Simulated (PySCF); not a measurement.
This PySCF input asks for the NMR shieldings of SMILES C#C[SiH2][SiH2]BN, C2H8BNSi2; the geometry comes from GFN2-xTB.

```python
import basis_set_exchange as bse
import numpy as np
from pyscf import gto, dft
from pyscf.prop import nmr

atoms = """
C     2.296778    1.159108   -0.756967
C     1.907467    0.228053   -0.101207
Si    1.258514   -1.178353    0.929939
Si   -0.940189   -0.734531    1.542895
B    -1.963549    0.324666    0.243260
N    -1.302894    1.017932   -0.748989
H     2.653118    1.967199   -1.331386
H     1.446651   -2.350416    0.056956
H     2.249154   -1.305197    2.008659
H    -0.871324   -0.101791    2.880613
H    -1.533532   -2.053305    1.861540
H    -3.138257    0.417351    0.256910
H    -0.299001    1.019391   -0.864492
H    -1.763615    1.589419   -1.439848
"""
names = dict.fromkeys(["C", "Si", "B", "N", "H"], "pcSseg-1")
basis = {el: gto.basis.parse(bse.get_basis(n, elements=[el], fmt="nwchem")) for el, n in names.items()}
mol = gto.M(atom=atoms, basis=basis, charge=0, verbose=0)
mf = dft.RKS(mol, xc="PBE0")
mf.grids.level = 2
mf.grids.alignment = dft.numint.BLKSIZE   # the property module wants whole blocks of grid points
mf.conv_tol = 1e-9
mf.kernel()

calc = nmr.RKS(mf)   # GIAO
C = mf.mo_coeff
Co = C[:, mf.mo_occ > 0]
resp = mf.gen_response(singlet=True, hermi=2)
def vind(x):   # induced exchange potential for any number of trial vectors
    d = np.einsum("pi,xij,qj->xpq", C, 2 * x.reshape(-1, C.shape[1], Co.shape[1]), Co, optimize=True)
    return np.einsum("xpq,pi,qj->xij", resp(d - d.transpose(0, 2, 1)), C, Co, optimize=True).ravel()
mo1, _ = nmr.rhf.solve_mo1(calc, with_cphf=vind)
sigma = calc.kernel(mo1)
for i, s in enumerate(sigma):   # ppm
    w = np.linalg.eigvalsh((s + s.T) / 2)
    print("%2d %-2s iso %8.1f  s11 %8.1f  s22 %8.1f  s33 %8.1f" % (i, mol.atom_pure_symbol(i), w.mean(), *w))
```

Question: What are the results?

Answer: 
```
 0 C  iso     81.6  s11     -1.9  s22      0.4  s33    246.5
 1 C  iso     96.5  s11     -3.5  s22      4.3  s33    288.8
 2 Si iso    452.0  s11    434.4  s22    451.9  s33    469.6
 3 Si iso    483.1  s11    464.4  s22    482.4  s33    502.4
 4 B  iso     57.1  s11     12.8  s22     32.1  s33    126.3
 5 N  iso    114.9  s11    -11.8  s22    135.4  s33    221.2
 6 H  iso     29.8  s11     24.5  s22     25.0  s33     39.9
 7 H  iso     27.4  s11     23.7  s22     25.9  s33     32.5
 8 H  iso     27.3  s11     23.5  s22     25.7  s33     32.9
 9 H  iso     28.2  s11     25.0  s22     26.1  s33     33.7
10 H  iso     28.5  s11     24.9  s22     26.2  s33     34.4
11 H  iso     26.0  s11     24.9  s22     25.6  s33     27.4
12 H  iso     24.8  s11     17.0  s22     24.7  s33     32.6
13 H  iso     26.1  s11     22.2  s22     23.5  s33     32.6
```

These numbers come from an equivalent density-fitted implementation of the same equations, which agrees with the script to about 0.01 ppm for H and up to a few tenths of a ppm for heavy atoms, so last digits may differ.

Size and cost of the density-fitted run: 156 basis functions, 40 s wall time on 1 thread of an Arm Neoverse N1, shared host; peak memory 0.73 GiB.
